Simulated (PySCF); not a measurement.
A small benchmark: bond length Re of diatomics

CCSD(T), PBE, PBE0 in PySCF with def2-SVP on every atom (core potentials on Rb, Te, I, Cs, Pb), for the lowest determinant that a PBE0 search found; no spin–orbit coupling. Measured values: Huber and Herzberg, Constants of Diatomic Molecules (1979).

```json
{"molecule": "GeTe", "measured (Å)": "2.340165", "CCSD(T)": "2.378", "PBE": "2.376", "PBE0": "2.345"}
{"molecule": "N2", "measured (Å)": "1.097685", "CCSD(T)": "1.112", "PBE": "1.112", "PBE0": "1.098"}
{"molecule": "AlI", "measured (Å)": "2.537102", "CCSD(T)": "2.543", "PBE": "2.568", "PBE0": "2.551"}
{"molecule": "RbH", "measured (Å)": "2.367", "CCSD(T)": "2.430", "PBE": "2.426", "PBE0": "2.418"}
{"molecule": "PbO", "measured (Å)": "1.921813", "CCSD(T)": "1.975", "PBE": "1.965", "PBE0": "1.929"}
{"molecule": "CsBr", "measured (Å)": "3.072251", "CCSD(T)": "3.172", "PBE": "3.131", "PBE0": "3.128"}
{"molecule": "P2", "measured (Å)": "1.8934", "CCSD(T)": "1.919", "PBE": "1.915", "PBE0": "1.891"}
{"molecule": "PbS", "measured (Å)": "2.286863", "CCSD(T)": "2.343", "PBE": "2.341", "PBE0": "2.308"}
```

Question: Give the mean signed and mean absolute error of each level in pm, and name the best.

Answer: CCSD(T) +4.4 and 4.4; PBE +4.0 and 4.0; PBE0 +1.9 and 2.0. On this set PBE0 is closest. CCSD(T) and MP2 converge slowly with the basis and look worse in a small one than at the limit.

Question: Which molecule does PBE0 miss most?

Answer: CsBr, by +5.6 pm.

The molecules are drawn from runs that passed checks on state, spin purity and fit, so the hardest cases are missing and the errors look smaller than over all diatomics.

Correlated steps freeze the inner cores (0 to 13 orbitals); shallow outer-core shells are correlated. Spin–orbit coupling is left out, which matters for elements this heavy, above all for dissociation energies. The CCSD T1 diagnostic is raised in GeTe, PbO, PbS, RbH, a sign that a single reference may not be enough there.
